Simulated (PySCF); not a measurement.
**How methods differ on the excitation energy of P**

P [Ne] 3s2 3p3 (4S) → P [Ne] 3s1 3p4 (4P), as a difference of total energies. All numbers are calculated (PySCF 2.14, no relativity, point nucleus, in aug-cc-pwCVQZ). Correlated levels: valence: [Ne] frozen; valence and next inner shell: 1s2 frozen; nothing frozen. The calculations carry no spin-orbit coupling.

| method | excitation energy (cm⁻¹) |
| --- | --- |
| UHF | 63644 |
| LDA | 64525 |
| PBE | 63728 |
| PBE0 | 64493 |
| r2SCAN | 61198 |
| r2SCAN0 | 62405 |
| revPBE | 62826 |
| M06 | 66568 |
| MP2 (valence) | 64756 |
| SCS-MP2 (valence) | 65022 |
| MP2 (valence and next inner shell) | 65638 |
| SCS-MP2 (valence and next inner shell) | 65679 |
| MP2 (all electrons) | 65592 |
| SCS-MP2 (all electrons) | 65653 |

For comparison: 59643 cm⁻¹ (measured; NIST levels, between the centres of gravity of the two terms).
